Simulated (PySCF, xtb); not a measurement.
Ti(Br)(SH)3 (BrH3S3Ti), SMILES [Br][Ti]([SH])([SH])[SH], multiplicity 1.

xtb with GFN2-xTB at its own geometry gives an orbital gap of 1.54 eV and a dipole moment of 2.34 D.

Coordinates come from a PBE0-D3(BJ)/def2-SVP optimisation. The spin state was assumed, not searched. Other conformers were not sampled.

Q: What does HF/def2-TZVP in PySCF give? (The exact figures need the calculation; the answer reports its results.)

A: gap 11.52 eV (levels -10.71 and 0.81 eV), dipole 1.01 D.
